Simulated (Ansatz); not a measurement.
Mulliken charges of CH4FGaS2 (`CS[S][GaH][F]`) from B3LYP/def2-TZVPP in Ansatz (PBE0-D4/def2-TZVP geometry).

```csv
atom,x (Å),y (Å),z (Å),charge (e)
C1,-1.021,-0.274,1.277,-0.263
S2,0.504,0.665,1.429,-0.047
S3,1.805,-0.394,0.230,-0.177
Ga4,1.183,0.251,-1.778,0.522
F5,-0.383,1.045,-1.830,-0.391
H6,-1.717,0.179,1.986,0.116
H7,-0.864,-1.319,1.545,0.123
H8,-1.424,-0.182,0.269,0.129
H9,1.917,0.029,-3.127,-0.013
```

Q: By hand: the dipole of these point charges (1 e Å = 4.8032 D).

A: Σ q r = (0.179, -0.332, -0.161) e Å, of length 0.410 e Å = 1.97 D.

Q: How does the dipole of the full density compare? (Estimate.)

A: Computed: (0.017, -0.249, -0.065) e Å, 1.24 D; the point charges give 1.59 times that, at 25° from its direction.

Point charges leave out the atoms' own dipoles, such as those of lone pairs, and Mulliken's split depends on the basis, so the two needn't agree.

B3LYP here is the variant with VWN-RPA as its local correlation; programs differ in this.
